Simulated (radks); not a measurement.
The nuclear charge of the platinum ion Pt2+ is varied continuously with 76 electrons held in [Xe] 4f14 5d8. Calculated with a radial shooting solver on a logarithmic mesh with Libxc functionals: scalar-relativistic Kohn-Sham, BLYP, spin-unpolarised, spherical densities, finite nucleus; Fermi nuclear charge, rms radius 5.427 fm. By the Hellmann-Feynman theorem dE/dZ = E(electron-nucleus)/Z, the electronic potential at the nucleus (averaged over a nucleus of fixed radius). The scalar-relativistic energy here is not variational (the density holds large components alone), so the two differ by a part that grows with Z.

Z	E (hartree)	E(electron-nucleus)/Z (hartree)	HOMO	e(HOMO) (eV)	<r> HOMO (bohr)
77	-17824.7456	-574.110	5d	-13.209	1.734
77.2	-17940.7767	-576.411	5d	-15.529	1.694
77.4	-18057.2781	-578.714	5d	-17.951	1.658
77.6	-18174.2501	-581.019	5d	-20.470	1.624
77.8	-18291.6932	-583.326	5d	-23.080	1.592
78	-18409.6079	-585.636	5d	-25.779	1.563
78.2	-18527.9950	-587.948	5d	-28.562	1.535
78.4	-18646.8548	-590.262	5d	-31.429	1.509
78.6	-18766.1881	-592.580	5d	-34.375	1.484
78.8	-18885.9956	-594.900	5d	-37.398	1.461
79	-19006.2778	-597.224	5d	-40.497	1.439

The central difference of E at Z = 78 is -590.754 hartree, to compare with the third column; the second derivative is -11.8 hartree.
